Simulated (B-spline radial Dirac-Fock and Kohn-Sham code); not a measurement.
**Pb: eigenvalues, ΔSCF and the reference**

System: the free lead atom in the configuration 1s2 2s2 2p6 3s2 3p6 3d10 4s2 4p6 4d10 4f14 5s2 5p6 5d10 6s2 6p2.

The density-functional columns are spherical, spin-unpolarised Dirac-Kohn-Sham results without Breit or QED terms: −ε is minus the orbital energy of the initial state and ΔSCF the difference of two total energies, and "half-occupied" is minus the orbital energy with half an electron removed (Slater transition state). The reference in the last column comes from multi-electron Dirac-Fock with separately optimised hole states, Breit and Lamb-shift corrections added in first order. All numbers are from a radial B-spline solver, in eV; a selection of levels is shown. For the 1s level of heavy atoms much of the gap between ΔSCF and the reference is the Breit and QED part, -493.9 eV here; for other levels the error of the functional can be larger.

| level | PBE −ε | LDA −ε | LDA half-occupied | PBE0 −ε | Dirac-Fock |
| --- | --- | --- | --- | --- | --- |
| K | 87917.3 | 87848.5 | 88491.2 | 88087.4 | 88006.4 |
| L1 | 15712.4 | 15701.9 | 15820.7 | 15784.0 | 15874.3 |
| L2 | 15095.9 | 15090.9 | 15245.3 | 15155.6 | 15206.2 |
| L3 | 12906.6 | 12903.9 | 13031.1 | 12965.5 | 13041.8 |
| M1 | 3771.3 | 3768.5 | 3802.9 | 3806.9 | 3864.9 |
| M2 | 3491.5 | 3490.3 | 3527.6 | 3522.6 | 3566.5 |
| M3 | 3003.0 | 3002.5 | 3035.4 | 3032.4 | 3078.5 |
| M4 | 2540.6 | 2540.7 | 2580.7 | 2564.5 | 2593.8 |
| M5 | 2436.6 | 2436.8 | 2475.2 | 2460.4 | 2491.7 |
| N1 | 853.7 | 852.2 | 867.4 | 872.0 | 906.5 |
| N2 | 732.3 | 731.6 | 746.7 | 748.5 | 777.0 |
| N3 | 612.7 | 611.9 | 626.0 | 628.1 | 656.8 |
| N4 | 414.3 | 414.2 | 428.1 | 426.4 | 445.9 |
| N5 | 392.0 | 391.8 | 405.5 | 403.8 | 423.5 |
| N6 | 135.2 | 135.6 | 149.0 | 142.3 | 148.3 |
| N7 | 130.2 | 130.5 | 143.8 | 137.2 | 143.4 |
| O1 | 143.6 | 143.8 | 151.7 | 150.0 | 161.4 |
| O2 | 102.1 | 102.4 | 109.9 | 107.3 | 115.5 |
| O3 | 79.78 | 79.85 | 86.87 | 84.80 | 93.33 |
| O4 | 22.65 | 22.79 | 28.80 | 25.22 | 27.71 |
| O5 | 20.07 | 20.18 | 26.06 | 22.58 | 25.15 |
| P1 | 11.97 | 12.25 | 16.31 | 13.27 | 14.59 |
| P2,3 | 3.61 | 3.82 | 6.90 | 3.47 | 6.16 |

Task: Order the estimates of the K (1s) level by their distance from the Dirac-Fock value, nearest first.
A. LDA half-occupied
B. LDA −ε
C. PBE0 −ε
D. PBE −ε

Result: C (81.0 eV), D (89.1 eV), B (157.9 eV), A (484.8 eV).

An eigenvalue near the reference for a deep level is a cancellation of errors: it lacks relaxation, carries self-interaction and omits Breit and QED terms.

Values without a named source are computed, but for edge energies of neutral atoms, which are taken from tables.
